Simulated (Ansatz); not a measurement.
```yaml
crystal:
  periodic: [true, true, true]
  atoms:
    - {symbol: C, position_ang: [-1.408847, 0.711366, -0.039345]}
    - {symbol: B, position_ang: [-0.468218, -0.507022, -0.229398]}
    - {symbol: Si, position_ang: [1.486989, -0.378382, 0.236392]}
    - {symbol: Cl, position_ang: [2.612559, -1.954019, -0.487014]}
    - {symbol: H, position_ang: [-1.044720, 1.520045, 0.596968]}
    - {symbol: H, position_ang: [-1.497472, 1.128703, -1.058324]}
    - {symbol: H, position_ang: [-2.428702, 0.440116, 0.245537]}
    - {symbol: H, position_ang: [-0.910328, -1.520116, -0.691537]}
    - {symbol: H, position_ang: [1.643323, -0.365040, 1.718615]}
    - {symbol: H, position_ang: [2.098416, 0.873249, -0.289094]}
basis:
  gaussian: {orbitals: pcseg-2}
hamiltonian: {xc: {name: wPBEh}}
scf: {lower_state_search: light}
output: {forces: true}
```

```sh
$ ansatz run in.yaml --threads 2 --pin off --events-out ev --progress --plain --max-ram 4352MiB
```

It prints (some lines left out):

```
Error: YAML parse error: error: line 2 column 3: crystal: missing field `lattice` (a structure is typed as `lattice` and `atoms`, a molecule's as `atoms` in Å alone, or read from a run's directory, `checkpoint`)
 --> <input>:2:3
1 | crystal:
2 |   periodic: [true, true, true]
3 |   atoms:
4 |     - {symbol: C, position_ang: [-1.408847, 0.711366, -0.039345]}
```

In this input the molecule is marked periodic without a cell. The input was rejected before any iteration.
